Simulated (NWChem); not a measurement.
Atomisation of HCl3Si

SMILES: Cl[SiH](Cl)Cl
```xyz
5

Si     0.0326     0.5091     0.0000
Cl    -0.9808    -0.1168     1.6823
Cl    -0.9808    -0.1168    -1.6823
Cl     1.9271    -0.3031     0.0000
H      0.1279     1.9960     0.0000
```
Charge 0, spin multiplicity 1.

Program: NWChem. All single points use one geometry, from PBE/def2-SVP, a minimum by its harmonic frequencies.

Basis set: def2-TZVP. The atomisation energy is electronic alone: no zero-point, thermal, spin-orbit or counterpoise terms. No value is extrapolated to the basis-set limit. Free atoms are single determinants with multiplicities Si 3, Cl 2, H 2.

B3LYP has NWChem's definition, with VWN1-RPA local correlation. The structure started from a generated list of species. No SCF solution was tested for a lower state. Open-shell Hartree-Fock references start from PBE0 orbitals.

For the atomisation energy, HF gives 278.1 kcal/mol and PBE0 gives 366.7 kcal/mol. What do BHandHLYP, B3LYP, PBE give?

BHandHLYP: 350.4 kcal/mol; B3LYP: 355.9 kcal/mol; PBE: 370.2 kcal/mol.
